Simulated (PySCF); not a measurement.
BBrFH2N, SMILES BrB(F)N. Atoms are numbered in the order given.

```xyz
6

B     -0.0671    -0.9452     0.0000
F     -1.2657    -1.5154     0.0000
Br     0.0294     0.9828     0.0000
N      1.0895    -1.7136     0.0000
H      2.0159    -1.3124     0.0000
H      1.0554    -2.7251     0.0000
```

Coordinates come from a PBE0-D3(BJ)/def2-SVP optimisation. One conformer was computed; it need not be the lowest.

Calculation: PBE0-D3(BJ)/def2-SVP (PySCF 2.14.0).

Frequencies are harmonic and unscaled.

List the normal modes with their intensities. (An estimate is asked for; the answer gives what the named calculation found.)


```tsv
mode	ν (cm⁻¹)	IR (km/mol)	Raman (Å⁴/amu)	depolarisation	moving atoms (share of kinetic energy)
1	283	2.4	1.4	0.75	N 33 %, F 27 %, H 18 %, B 13 %, Br 9 %
2	330	0.9	2.0	0.43	F 50 %, Br 27 %, N 15 %, H 8 %
3	465	126.0	0.5	0.75	H 77 %, B 13 %
4	531	64.8	0.1	0.75	H 56 %, B 31 %, N 12 %
5	573	34.3	4.5	0.11	B 27 %, N 25 %, H 21 %, F 17 %, Br 9 %
6	593	28.0	2.2	0.75	H 48 %, B 41 %
7	896	6.6	1.5	0.11	H 55 %, N 25 %, F 20 %
8	1226	395.9	2.9	0.41	B 63 %, F 13 %, H 13 %, N 11 %
9	1444	103.9	3.5	0.35	B 51 %, H 38 %, F 9 %
10	1601	297.2	2.7	0.54	H 51 %, N 25 %, B 22 %
11	3642	72.5	120.4	0.15	H 96 %
12	3761	63.6	58.4	0.74	H 91 %, N 9 %
```
